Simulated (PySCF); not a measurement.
C6H4OS.
Atom-mapped SMILES: `[cH:1]1[cH:2][c:3]2[s:4][cH:5][cH:6][c:7]2[o:8]1` (hydrogens: H9 on C1; H10 on C2; H11 on C5; H12 on C6)

Structure used (PBE0-D3(BJ)/def2-SVP), in Å, numbered top down from 1:
```xyz
12
C6H4OS angstrom
C     -1.9302   -0.5929   -0.1996
C     -1.6374    0.6636    0.2510
C     -0.2109    0.7297    0.2282
S      1.1289    1.7578    0.5601
C      2.2416    0.5166    0.0670
C      1.6353   -0.6447   -0.3381
C      0.2301   -0.4968   -0.2356
O     -0.8134   -1.3063   -0.4970
H     -2.8747   -1.1071   -0.3576
H     -2.3549    1.4226    0.5523
H      3.3104    0.7230    0.1070
H      2.1655   -1.5318   -0.6816
```

Computed, not measured: core-valence-separated Tamm–Dancoff BHandHLYP/aug-pcX-1 (pcseg-1 on H, def2-SVPD on S) in PySCF, non-relativistic, gas phase, PBE0-D3(BJ)/def2-SVP geometry. The energies are unshifted.

The lowest roots of each edge with f over 0.003 (five at most, numbered afresh; weaker and dark ones are left out), with transition dipoles (au) in the frame of the coordinates:

| root | edge | E (eV) | μx | μy | μz |
| --- | --- | --- | --- | --- | --- |
| 1 | C | 283.48 | 0.0008 | -0.0076 | 0.0207 |
| 2 | C | 283.49 | 0.0039 | -0.0427 | 0.1166 |
| 3 | C | 283.79 | -0.0027 | 0.0298 | -0.0814 |
| 4 | C | 284.25 | -0.0027 | 0.0298 | -0.0815 |
| 5 | C | 284.36 | -0.0030 | 0.0337 | -0.0921 |
| 6 | O | 533.15 | 0.0015 | -0.0160 | 0.0439 |
| 7 | O | 536.31 | -0.0114 | 0.0207 | 0.0078 |
| 8 | O | 536.54 | -0.0268 | -0.0183 | -0.0058 |
| 9 | O | 536.85 | -0.0154 | 0.0025 | 0.0015 |
| 10 | O | 537.01 | -0.0446 | 0.0030 | 0.0026 |

**Question.** What are the oscillator strengths?

**Answer.** f = (2/3) ΔE |μ|², with ΔE in hartree (27.2114 eV):

| root | ΔE (Eh) | \|μ\|² (au) | f | core hole on |
| --- | --- | --- | --- | --- |
| 1 | 10.4177 | 0.000487 | 0.003 | C5 + C6 |
| 2 | 10.4179 | 0.015434 | 0.107 | C5 + C6 |
| 3 | 10.4291 | 0.007521 | 0.052 | C2 |
| 4 | 10.4460 | 0.007538 | 0.052 | C3 |
| 5 | 10.4501 | 0.009627 | 0.067 | C1 |
| 6 | 19.5928 | 0.002185 | 0.029 | O8 |
| 7 | 19.7090 | 0.000619 | 0.008 | O8 |
| 8 | 19.7175 | 0.001087 | 0.014 | O8 |
| 9 | 19.7288 | 0.000246 | 0.003 | O8 |
| 10 | 19.7349 | 0.002005 | 0.026 | O8 |

**Question.** What is the unit vector of the normal of the molecular plane, and which share of each root's |μ|² lies along it?

**Answer.** (-0.03, 0.34, -0.94), up to sign.

| root | core hole on | share along it | final orbital under reflection in the plane |
| --- | --- | --- | --- |
| 1 | C5 + C6 | 1.00 | odd |
| 2 | C5 + C6 | 1.00 | odd |
| 3 | C2 | 1.00 | odd |
| 4 | C3 | 1.00 | odd |
| 5 | C1 | 1.00 | odd |
| 6 | O8 | 1.00 | odd |
| 7 | O8 | 0.00 | even |
| 8 | O8 | 0.00 | even |
| 9 | O8 | 0.00 | even |
| 10 | O8 | 0.00 | even |

The 1s orbitals of atoms in the plane are even under the reflection, so light polarised along the normal reaches odd orbitals alone (the out-of-plane π set) and light polarised in the plane even ones.

**Question.** For fixed molecules, how does the intensity of root 2 change when the electric field is turned 45° away from the normal of the molecular plane?

**Answer.** Intensity goes as (E·μ)², and μ lies along that direction, so it falls to cos²45° = 0.50 of its maximum; it vanishes at 90°.

**Question.** Molecules are fixed in this frame and the field points along (1, 0, −1)/√2. What effective strengths 3 f cos²θ do the roots have (θ between field and μ)?

**Answer.** root 1 (C5 + C6): 0.004, root 2 (C5 + C6): 0.132, root 3 (C2): 0.065, root 4 (C3): 0.065, root 5 (C1): 0.083, root 6 (O8): 0.035, root 7 (O8): 0.007, root 8 (O8): 0.009, root 9 (O8): 0.006, root 10 (O8): 0.044. Root 2 is the strongest. Averaged over all orientations cos²θ is 1/3, which gives f back.

Cost: about 50 s of CPU time on one thread; the machine was shared, so the figure is rough.
